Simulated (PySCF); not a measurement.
# SrH₂: bending curve

Computed with PBE0/[Sr def2-TZVP with ECP28, H def2-TZVP], scalar-relativistic core potentials, density fitting, no spin–orbit coupling, PySCF.

Rigid scan from the singlet minimum (Sr–H 2.159 Å (×2); H–Sr–H 124.3°). Coordinate: the H–Sr–H angle, bonds fixed. Energies in kJ/mol from the minimum.

**Question.** Predict the curve at 80, 90, 100, 110, 120, 130, 140, 150, 160, 170, 180.

**Answer.** 
```
bond angle (°)  E (kJ/mol)  dipole size (D)
            80        42.4             8.85
            90        23.7             8.38
           100        11.1             7.84
           110         3.6             7.24
           120         0.3             6.55
           130         0.5             5.75
           140         3.5             4.84
           150         7.9             3.80
           160        12.5             2.62
           170        15.9             1.34
           180        17.1             0.00
```

With the bonds held, the linear shape lies 17.1 kJ/mol from the minimum.

Other isomers or separated fragments may lie lower.

The scan took 2.9 s on 2 threads of a shared Arm Neoverse V1 host; the process peaked at 0.51 GiB.
